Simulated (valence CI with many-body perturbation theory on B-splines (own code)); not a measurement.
Results of a calculation; reference values are marked as such.
**Sensitivity of CI+MBPT for Fe13+**

Method: valence CI with perturbative core correlation (CI+MBPT): three valence electrons over a frozen Dirac-Fock core [Ne], radial functions for each j: 6 s, 6 p, 5 d, 3 f, 1 g, with the one-electron correlation potential Σ1 (screened to all orders), the two-electron term Σ2, the three-electron term Σ3, Breit, model QED; selected single and double excitations, second order for the rest, scaled by the run's own slope (own B-spline code, finite nucleus).

No measured levels were compared; by estimate levels of excited configurations hold to 0.05 to 0.15 % of their energy, terms of the ground configuration to about 0.5 %.

The reference run has the lowest level 3s2 3p 2P°_1/2 and an ionisation energy of 392.152 eV. Its largest variational space holds 2784 state functions.

Names give the largest LS component (configuration and term), which can be under half, so a name can repeat, a term be missing and a line seem to break the LS rules; names also repeat where a configuration has a term twice.

Changed runs:
A. scale of Σ1 1 → 0; scale of Σ2 1 → 0; three-electron term on → off
B. logarithmic knot step 0.27 → 0.4
C. scale of Σ1 1 → 0.8
D. cutoff of virtual states (hartree) 1352 → 14.22 (bad on purpose)

Excitation energies of the reference run in cm⁻¹, and shifts in cm⁻¹:

```csv
Level,Reference,A,B,C,D
3s2 3p 2P°_3/2,18860,-145,-0.4,-22,-39
3s 3p2 4P_1/2,224869,-687,-11,+138,+586
3s 3p2 4P_3/2,232573,-774,-11,+128,+562
3s 3p2 4P_5/2,242175,-814,-12,+118,+548
3s 3p2 2D_3/2,299313,+124,-11,+114,+664
3s 3p2 2D_5/2,301543,+68,-11,+108,+652
3s 3p2 2S_1/2,365180,+2434,-11,+112,+1120
3s 3p2 2P_1/2,388983,+3821,-12,+104,+1199
3s 3p2 2P_3/2,396982,+4256,-12,+101,+1223
3s2 3d 2D_3/2,473573,+3977,-2.7,+114,+234
3s2 3d 2D_5/2,475557,+3882,-2.7,+101,+194
3p3 2D°_3/2,576338,+661,-20,+251,+1254
Ionisation energy (eV),392.152,-0.466,-0.0013,-0.140,-0.318
```
